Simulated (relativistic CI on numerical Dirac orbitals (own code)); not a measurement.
**Lu³⁺: calculation against measurement**

Computed by Dirac-Coulomb-Breit CI, orbitals from a KLI potential per configuration, QED by a radiative potential, valence Slater integrals scaled by 0.85, P86 correlation energy added to each configuration (own radial code, finite nucleus).

Configurations in the expansion (outside the closed core [Kr] 4d10 5s2): 4f¹⁴5p⁶, 4f¹³5p⁶5d, 4f¹³5p⁶6s, 4f¹³5p⁶6p, 4f¹⁴5p⁵5d, 4f¹³5p⁶5f, 4f¹³5p⁶6d, 4f¹³5p⁶7s, 4f¹⁴5p⁵5f, 4f¹³5p⁶7p, 4f¹⁴5p⁵5g, 4f¹³5p⁶5g, 4f¹⁴5p⁵6s, 4f¹³5p⁶7d, 4f¹³5p⁶8s, 4f¹³5p⁶6f, 4f¹³5p⁶8p, 4f¹⁴5p⁵6p, 4f¹⁴5p⁵6d, 4f¹⁴5p⁵7s. Double excitations out of closed p, d and f shells are left out; levels of such configurations are missing from the list, as are those of other unlisted configurations, and high levels can miss mixing partners.

```tsv
Configuration	Term (tabulated)	J	Measured (cm⁻¹)	Computed	Error	Purity (%)
4f¹⁴5p⁶	1S	0	0.0	0	0	99
4f¹³5p⁶5d	(7/2,3/2)°	2	90432.9	72687	-17746	90
4f¹³5p⁶5d	(7/2,3/2)°	5	94768.1	77120	-17649	56
4f¹³5p⁶5d	(7/2,3/2)°	3	97333.6	79749	-17585	61
4f¹³5p⁶5d	(7/2,5/2)°	6	98239.3	79738	-18501	100
4f¹³5p⁶5d	(7/2,5/2)°	2	99660.0	81729	-17931	53
4f¹³5p⁶5d	(7/2,5/2)°	3	103070.4	84942	-18128	38
4f¹³5p⁶5d	(7/2,5/2)°	5	103798.7	85615	-18184	82
4f¹³5p⁶5d	(5/2,5/2)°	0	105148.7	86753	-18396	100
4f¹³5p⁶5d	(5/2,3/2)°	2	107986.6	90641	-17345	43
4f¹³5p⁶5d	(5/2,5/2)°	5	111377.8	92900	-18478	42
4f¹³5p⁶5d	(5/2,3/2)°	3	111812.3	94454	-17358	57
4f¹³5p⁶5d	(5/2,5/2)°	2	112632.5	94287	-18346	52
4f¹³5p⁶5d	(5/2,5/2)°	3	114632.8	96551	-18082	40
4f¹³5p⁶6s	(7/2,1/2)°	4	116798.2	103125	-13673	100
4f¹³5p⁶6s	(7/2,1/2)°	3	117312.0	103615	-13697	53
4f¹³5p⁶6s	(5/2,1/2)°	2	128573.3	114787	-13786	100
4f¹³5p⁶6s	(5/2,1/2)°	3	128929.0	115158	-13771	54
4f¹³5p⁶6p	(7/2,1/2)	3	164302.3	149020	-15282	70
4f¹³5p⁶6p	(7/2,1/2)	4	164728.5	149409	-15319	46
4f¹³5p⁶6p	(7/2,3/2)	5	173213.6	156894	-16319	100
4f¹³5p⁶6p	(7/2,3/2)	2	173414.4	157079	-16335	49
4f¹³5p⁶6p	(7/2,3/2)	3	174143.2	157964	-16179	40
4f¹³5p⁶6p	(7/2,3/2)	4	174889.9	158653	-16237	77
4f¹³5p⁶6p	(5/2,1/2)	3	176355.6	160904	-15452	74
4f¹³5p⁶6p	(5/2,1/2)	2	176841.6	161344	-15498	46
4f¹³5p⁶6p	(5/2,3/2)	1	184205.5	167771	-16434	100
4f¹³5p⁶6p	(5/2,3/2)	4	185359.8	168885	-16475	52
4f¹³5p⁶6p	(5/2,3/2)	2	185987.0	169613	-16374	65
4f¹³5p⁶6p	(5/2,3/2)	3	186539.6	170189	-16350	53
4f¹³5p⁶6d	(7/2,3/2)°	5	236667.1	217687	-18980	50
4f¹³5p⁶7s	(7/2,1/2)°	3	237106.7	218968	-18139	56
4f¹³5p⁶6d	(7/2,5/2)°	6	237663.7	218666	-18998	100
4f¹³5p⁶6d	(7/2,5/2)°	5	238907.7	219856	-19052	89
4f¹³5p⁶7s	(5/2,1/2)°	2	248900.6	230440	-18461	94
4f¹³5p⁶7s	(5/2,1/2)°	3	248965.9	230576	-18390	56
4f¹³5p⁶6d	(5/2,5/2)°	5	249719.0	230548	-19171	50
```

Measured levels from Martin, Zalubas and Hagan, Atomic Energy Levels: The Rare-Earth Elements, NSRDS-NBS 60 (1978); pairs were made by configuration, J and term (by order where the table uses no LS term), so strongly mixed levels may be paired wrongly.

Mean error by configuration (cm⁻¹): 4f¹³5p⁶5d -17979; 4f¹³5p⁶6s -13732; 4f¹³5p⁶6p -16021; 4f¹³5p⁶6d -19050; 4f¹³5p⁶7s -18330. Over the excited levels the mean absolute error is 17003 cm⁻¹ (36 of the 47 excited levels that our extract of the source holds in range could be paired, and the others can miss by more), and the median relative error of those above 1,000 cm⁻¹ is 9.4 %.
